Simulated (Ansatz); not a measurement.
Ansatz (a first-principles code) input:

Ansatz 0.2 input:
```yaml
crystal:
  periodic: [false, false, false]
  atoms:
    - {symbol: C, position_ang: [2.63374915, 0.00260165, -0.52504426]}
    - {symbol: C, position_ang: [1.14168075, 0.31489507, -0.63145777]}
    - {symbol: C, position_ang: [0.29658534, -0.38935146, 0.43612118]}
    - {symbol: C, position_ang: [-1.19204730, -0.07325186, 0.33044447]}
    - {symbol: C, position_ang: [-1.61627854, 1.04093550, 1.04788325]}
    - {symbol: C, position_ang: [-1.92059094, -0.91133522, -0.50797020]}
    - {symbol: H, position_ang: [3.03066208, 0.30758182, 0.44875890]}
    - {symbol: H, position_ang: [3.21766414, 0.51515787, -1.29669235]}
    - {symbol: H, position_ang: [2.81880605, -1.07166530, -0.62774749]}
    - {symbol: H, position_ang: [0.76759569, 0.02186269, -1.61597562]}
    - {symbol: H, position_ang: [0.97811399, 1.39235768, -0.54465482]}
    - {symbol: H, position_ang: [0.45122721, -1.47153454, 0.34661841]}
    - {symbol: H, position_ang: [0.66680733, -0.09468878, 1.42555719]}
    - {symbol: H, position_ang: [-2.63923637, 1.39938192, 0.99577957]}
    - {symbol: H, position_ang: [-0.92807053, 1.59275152, 1.67801403]}
    - {symbol: H, position_ang: [-1.44915477, -1.75575468, -0.99785037]}
    - {symbol: H, position_ang: [-2.97300578, -0.74241249, -0.71166741]}
basis:
  gaussian:
    orbitals: def2-TZVP
hamiltonian:
  xc: b3lyp
  dispersion: d3bj
total_charge: -1
phonons: {temperatures: {t_min: 298.15, t_max: 298.15, t_step: 100}}
```

Task: Predict the final energy.

Result: -235.33125 Eh (B3LYP-D3(BJ)/def2-TZVP). The basis has 252 functions.

It need not be the lowest isomer of its formula. Whether it binds its extra electron was not tested at this geometry.
